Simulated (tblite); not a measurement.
C$_{2}$H$_{8}$Si$_{2}$ (SMILES C1[SiH2]C[SiH2]1), singlet, geometry from GFN2-xTB; GFN1-xTB in tblite.

tblite was given this input:
```
$ tblite run mol.xyz --method gfn1 --charge 0 --spin 0 --etemp 2000 --json tblite.json --no-restart

# file mol.xyz
12

C      0.25209438     0.38514971     1.24640713
Si     1.34551195    -0.26633688    -0.18984983
C     -0.25362570    -0.39526463    -1.24292497
Si    -1.34479007     0.27110514     0.18820832
H      0.49999714     1.38792267     1.58498194
H      0.25076462    -0.24475418     2.13240670
H      2.32827527     0.69774529    -0.69174618
H      2.00712496    -1.54626746     0.07700294
H     -0.25648887     0.22053274    -2.13870826
H     -0.50035246    -1.40385890    -1.56485572
H     -1.98651303     1.55971117    -0.08540501
H     -2.34372596    -0.67709734     0.68841186
```

What does tblite print? Leave out banner, timings and long lists.


```
xTB calculator
 | screened Coulomb repulsion
 | Coulomb electrostatics
 |  * isotropic Klopman-Ohno-Mataga-Nishimoto electrostatics
 |  * onsite third-order electrostatics
 | DFT-D3(BJ) dispersion correction

halogen bonding energy    0.0000000000000E+00 Eh
repulsion energy          1.4377159432611E-01 Eh
dispersion energy        -4.4171542772079E-03 Eh
number of electrons       2.4000000000000E+01 e
integral cutoff           2.8146159136829E+01 bohr

------------------------------------------------------------
  cycle        total energy    energy error   density error
------------------------------------------------------------
      1     -12.19377615731  -1.2333131E+01   5.3940155E-01
      2     -12.21804606691  -2.4269910E-02   2.9827814E-01
      3     -12.21840446163  -3.5839471E-04   4.9508172E-02
      4     -12.21848876861  -8.4306981E-05   4.4511271E-03
      5     -12.21850439361  -1.5625002E-05   1.0275908E-03
      6     -12.21850482219  -4.2857726E-07   1.6404126E-04
      7     -12.21850488634  -6.4153046E-08   5.1580139E-06
------------------------------------------------------------

electronic energy        -1.2357859326387E+01 Eh
total energy             -1.2218504886338E+01 Eh

Post processing:
 | Mayer-Wiberg bond orders

[Info] JSON dump of results written to 'tblite.json'
```
